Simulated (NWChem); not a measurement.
System: C$_{2}$H$_{7}$N$_{2}$, doublet; SMILES N[CH]CN

The following NWChem deck was run.

```
start job
memory heap 200 mb stack 700 mb global 900 mb
geometry units angstroms noautosym nocenter noautoz
  N     -0.542677    -1.452020    -0.081327
  C      0.544721    -0.713059     0.358123
  C      0.646436     0.674156    -0.175138
  N     -0.629813     1.362632    -0.016634
  H     -1.359198    -0.858290    -0.219021
  H     -0.756500    -2.287192     0.452125
  H      1.456578    -1.267198     0.600393
  H      1.510632     1.180856     0.301239
  H      0.866102     0.663383    -1.266053
  H     -0.783521     1.589147     0.964794
  H     -0.638395     2.239726    -0.531674
end
basis spherical
  * library def2-tzvp
end
dft
  odft
  mult 2
  xc bhlyp
  iterations 150
end
property
  hyperfine
end
task dft property
```

Output (shortened):

```
             Northwest Computational Chemistry Package (NWChem) 7.3.0
             --------------------------------------------------------

                             Geometry "geometry" -> ""
                             -------------------------

 Output coordinates in angstroms (scale by  1.889725989 to convert to a.u.)

  No.       Tag          Charge          X              Y              Z
 ---- ---------------- ---------- -------------- -------------- --------------
    1 N                    7.0000    -0.54267700    -1.45202000    -0.08132700
    2 C                    6.0000     0.54472100    -0.71305900     0.35812300
    3 C                    6.0000     0.64643600     0.67415600    -0.17513800
    4 N                    7.0000    -0.62981300     1.36263200    -0.01663400
    5 H                    1.0000    -1.35919800    -0.85829000    -0.21902100
    6 H                    1.0000    -0.75650000    -2.28719200     0.45212500
    7 H                    1.0000     1.45657800    -1.26719800     0.60039300
    8 H                    1.0000     1.51063200     1.18085600     0.30123900
    9 H                    1.0000     0.86610200     0.66338300    -1.26605300
   10 H                    1.0000    -0.78352100     1.58914700     0.96479400
   11 H                    1.0000    -0.63839500     2.23972600    -0.53167400

 Effective nuclear repulsion energy (a.u.)     127.2589560017

                              NWChem Property Module
                              ----------------------

  itol2e modified to match energy
  convergence criterion.

                                 NWChem DFT Module
                                 -----------------

 Summary of "ao basis" -> "ao basis" (spherical)
 ------------------------------------------------------------------------------
       Tag                 Description            Shells   Functions and Types
 ---------------- ------------------------------  ------  ---------------------
 N                         def2-tzvp                11       31   5s3p2d1f
 C                         def2-tzvp                11       31   5s3p2d1f
 H                         def2-tzvp                 4        6   3s1p

  itol2e modified to match energy
  convergence criterion.

            General Information
            -------------------
          SCF calculation type: DFT
          Wavefunction type:  spin polarized.
          No. of atoms     :    11
          No. of electrons :    33
           Alpha electrons :    17
            Beta electrons :    16
          Charge           :     0
          Spin multiplicity:     2
          Use of symmetry is: off; symmetry adaption is: off
          Maximum number of iterations: 150
          AO basis - number of functions:   166
                     number of shells:    72
          Convergence on energy requested:  1.00D-07
          Convergence on density requested:  1.00D-05
          Convergence on gradient requested:  5.00D-04

              XC Information
              --------------
                        BHLYP Method XC Functional
                     Hartree-Fock (Exact) Exchange  0.500
                        Slater Exchange Functional  0.500 local
                    Becke 1988 Exchange Functional  0.500 non-local
              Lee-Yang-Parr Correlation Functional  1.000

             Grid Information
             ----------------
          Grid used for XC integration:  fine
          Radial quadrature: Mura-Knowles
          Angular quadrature: Lebedev.
          Tag              B.-S. Rad. Rad. Pts. Rad. Cut. Ang. Pts.
          ---              ---------- --------- --------- ---------
          N                   0.65       70          11.0       590
          C                   0.70       70          11.0       590
          H                   0.35       60          12.0       590
          Grid pruning is: on
          Number of quadrature shells:   700
          Spatial weights used:  Erf1

      Superposition of Atomic Density Guess
      -------------------------------------

 Sum of atomic energies:        -187.46442444

      Non-variational initial energy
      ------------------------------

 Total energy =    -189.924892
 1-e energy   =    -503.559754
 2-e energy   =     186.375905
 HOMO         =      -0.085803
 LUMO         =       0.064531

   convergence    iter        energy       DeltaE   RMS-Dens  Diis-err
 ---------------- ----- ----------------- --------- --------- ---------
 d= 0,ls=0.0,diis     1   -189.7703583748 -3.17D+02  1.64D-03  1.13D-01
                                                     1.40D-03  1.13D-01
 d= 0,ls=0.0,diis     2   -189.8143156539 -4.40D-02  7.96D-04  2.59D-02
                                                     6.18D-04  2.53D-02
 d= 0,ls=0.0,diis     3   -189.8221229460 -7.81D-03  2.90D-04  8.47D-03
                                                     2.30D-04  8.36D-03
 d= 0,ls=0.0,diis     4   -189.8255702618 -3.45D-03  1.17D-04  7.28D-05
                                                     6.03D-05  1.12D-04
 d= 0,ls=0.0,diis     5   -189.8256622098 -9.19D-05  6.83D-05  2.71D-05
                                                     2.17D-05  1.13D-05
  Resetting Diis
 d= 0,ls=0.0,diis     6   -189.8256838767 -2.17D-05  2.11D-05  1.41D-06
                                                     1.45D-05  6.50D-06
 d= 0,ls=0.0,diis     7   -189.8256887296 -4.85D-06  9.14D-06  1.33D-06
                                                     4.78D-06  4.41D-07
 d= 0,ls=0.0,diis     8   -189.8256893759 -6.46D-07  2.35D-06  2.83D-07
                                                     2.69D-06  7.77D-07
 d= 0,ls=0.0,diis     9   -189.8256896904 -3.14D-07  4.64D-06  1.39D-07
                                                     2.95D-06  5.11D-08
 d= 0,ls=0.0,diis    10   -189.8256898465 -1.56D-07  9.17D-07  8.58D-09
                                                     5.65D-07  8.39D-09
 d= 0,ls=0.0,diis    11   -189.8256898542 -7.73D-09  2.23D-07  7.61D-10
                                                     1.09D-07  2.75D-10

         Total DFT energy =     -189.825689854177
      One electron energy =     -507.942858723315
           Coulomb energy =      218.070839639074
    Exchange-Corr. energy =      -27.212626771680
 Nuclear repulsion energy =      127.258956001744

 Numeric. integr. density =       33.000006178024

                    DFT Final Alpha Molecular Orbital Analysis
                    ------------------------------------------

[...]

          ----------------------
          Hyperfine Interactions
          ----------------------

 Total Spin Density (Fermi Contact Term)
 ------------------ --------------------
     Atom            x         y         z       Density (a.u.)      Aiso(MHz)     Aiso(Gauss)
     1  14-N     -1.02551  -2.74392  -0.15369       0.039094         12.631544       4.507241
     2  13-C      1.02937  -1.34749   0.67675       0.125855        141.485374      50.485415
     3  13-C      1.22159   1.27397  -0.33096      -0.027361        -30.759119     -10.975600
     4  14-N     -1.19017   2.57500  -0.03143       0.035007         11.311027       4.036049
     5   1-H     -2.56851  -1.62193  -0.41389       0.000594          2.654847       0.947314
     6   1-H     -1.42958  -4.32217   0.85439       0.003553         15.883003       5.667441
     7   1-H      2.75253  -2.39466   1.13458      -0.008889        -39.732814     -14.177632
     8   1-H      2.85468   2.23149   0.56926       0.003294         14.724707       5.254133
     9   1-H      1.63670   1.25361  -2.39249       0.022169         99.090556      35.357915
    10   1-H     -1.48064   3.00305   1.82320      -0.000266         -1.188222      -0.423986
    11   1-H     -1.20639   4.23247  -1.00472      -0.000262         -1.170728      -0.417744

           -------------------------------------------
           Anisotropic Interaction (Spin-Dipolar Term)
           -------------------------------------------

 ------------------------------------------------------------
     Atom            x         y         z
 ------------------------------------------------------------
     1  14-N     -1.02551  -2.74392  -0.15369

   Spin-Dipolar term (a.u.)
        xx             yy             zz             xy             xz             yz
 ------------------------------------------------------------------------------------------
      -0.254889      -0.162711       0.417600      -0.042845      -0.108976       0.283069

   Principal Comp. of -hf- tensor (au)            Anisotropic -hfcc- (MHz)               Anisotropic -hfcc- (Gauss)
 --------------------------------------------------------------------------------------------------------------------------
     -0.271622    -0.278220     0.549842     -10.475853   -10.730337    21.206190      -3.738038    -3.828845     7.566883

   Orientation of the principal axis of Hyperfine Tensor w.r.t absolute (molecular) frame
 --------------------------------------------------------------------------------------------------------------------------
      0.966563    -0.212189    -0.143983
      0.251607     0.893143     0.372813
      0.049490    -0.396574     0.916668

 ------------------------------------------------------------
     Atom            x         y         z
 ------------------------------------------------------------
     2  13-C      1.02937  -1.34749   0.67675

   Spin-Dipolar term (a.u.)
        xx             yy             zz             xy             xz             yz
 ------------------------------------------------------------------------------------------
      -0.380138      -0.423135       0.803273      -0.100404      -0.398250       0.310300

   Principal Comp. of -hf- tensor (au)            Anisotropic -hfcc- (MHz)               Anisotropic -hfcc- (Gauss)
 --------------------------------------------------------------------------------------------------------------------------
     -0.505427    -0.494131     0.999557     -67.823426   -66.307593   134.131019     -24.201044   -23.660158    47.861202

   Orientation of the principal axis of Hyperfine Tensor w.r.t absolute (molecular) frame
 --------------------------------------------------------------------------------------------------------------------------
      0.819203    -0.497508    -0.285292
      0.561623     0.796658     0.223418
      0.116128    -0.343252     0.932037

 ------------------------------------------------------------
     Atom            x         y         z
 ------------------------------------------------------------
     3  13-C      1.22159   1.27397  -0.33096

   Spin-Dipolar term (a.u.)
        xx             yy             zz             xy             xz             yz
 ------------------------------------------------------------------------------------------
      -0.004949       0.020127      -0.015178      -0.006262       0.007793      -0.016170

   Principal Comp. of -hf- tensor (au)            Anisotropic -hfcc- (MHz)               Anisotropic -hfcc- (Gauss)
 --------------------------------------------------------------------------------------------------------------------------
     -0.005702     0.028678    -0.022976      -0.765207     3.848358    -3.083151      -0.273044     1.373188    -1.100143

   Orientation of the principal axis of Hyperfine Tensor w.r.t absolute (molecular) frame
 --------------------------------------------------------------------------------------------------------------------------
      0.923269    -0.252836    -0.289220
      0.338063     0.892323     0.299120
      0.182449    -0.373943     0.909329

 ------------------------------------------------------------
     Atom            x         y         z
 ------------------------------------------------------------
     4  14-N     -1.19017   2.57500  -0.03143

   Spin-Dipolar term (a.u.)
        xx             yy             zz             xy             xz             yz
 ------------------------------------------------------------------------------------------
       0.019333      -0.001047      -0.018286      -0.021657       0.007062      -0.007199

   Principal Comp. of -hf- tensor (au)            Anisotropic -hfcc- (MHz)               Anisotropic -hfcc- (Gauss)
 --------------------------------------------------------------------------------------------------------------------------
      0.034895    -0.013965    -0.020929       1.345804    -0.538614    -0.807190       0.480215    -0.192191    -0.288025

   Orientation of the principal axis of Hyperfine Tensor w.r.t absolute (molecular) frame
 --------------------------------------------------------------------------------------------------------------------------
      0.825700     0.562457     0.043154
     -0.533967     0.754617     0.381356
      0.181932    -0.337928     0.923420

 ------------------------------------------------------------
     Atom            x         y         z
 ------------------------------------------------------------
     5   1-H     -2.56851  -1.62193  -0.41389

   Spin-Dipolar term (a.u.)
        xx             yy             zz             xy             xz             yz
 ------------------------------------------------------------------------------------------
       0.019103      -0.010953      -0.008149      -0.020304       0.014601      -0.002910

   Principal Comp. of -hf- tensor (au)            Anisotropic -hfcc- (MHz)               Anisotropic -hfcc- (Gauss)
 --------------------------------------------------------------------------------------------------------------------------
      0.034227    -0.022679    -0.011548      18.261683   -12.100376    -6.161307       6.516212    -4.317708    -2.198504

   Orientation of the principal axis of Hyperfine Tensor w.r.t absolute (molecular) frame
 --------------------------------------------------------------------------------------------------------------------------
      0.855426     0.505560    -0.112495
     -0.405211     0.788562     0.462573
      0.322568    -0.350113     0.879415

 ------------------------------------------------------------
     Atom            x         y         z
 ------------------------------------------------------------
     6   1-H     -1.42958  -4.32217   0.85439

   Spin-Dipolar term (a.u.)
        xx             yy             zz             xy             xz             yz
 ------------------------------------------------------------------------------------------
      -0.018629       0.027914      -0.009285       0.014934      -0.005950      -0.011798

   Principal Comp. of -hf- tensor (au)            Anisotropic -hfcc- (MHz)               Anisotropic -hfcc- (Gauss)
 --------------------------------------------------------------------------------------------------------------------------
     -0.023519     0.036029    -0.012510     -12.548446    19.223398    -6.674952      -4.477590     6.859375    -2.381785

   Orientation of the principal axis of Hyperfine Tensor w.r.t absolute (molecular) frame
 --------------------------------------------------------------------------------------------------------------------------
      0.951035     0.281182    -0.128330
     -0.228376     0.919045     0.321248
      0.208270    -0.276211     0.938260

 ------------------------------------------------------------
     Atom            x         y         z
 ------------------------------------------------------------
     7   1-H      2.75253  -2.39466   1.13458

   Spin-Dipolar term (a.u.)
        xx             yy             zz             xy             xz             yz
 ------------------------------------------------------------------------------------------
       0.025105      -0.027263       0.002157      -0.054564       0.009975      -0.007466

[...]
```

Level: BHandHLYP/def2-TZVP, spin-unrestricted, contact and dipolar terms. The geometry was optimised at PBE0/def2-SVP, spin-unrestricted. No stability test was run on the SCF state.
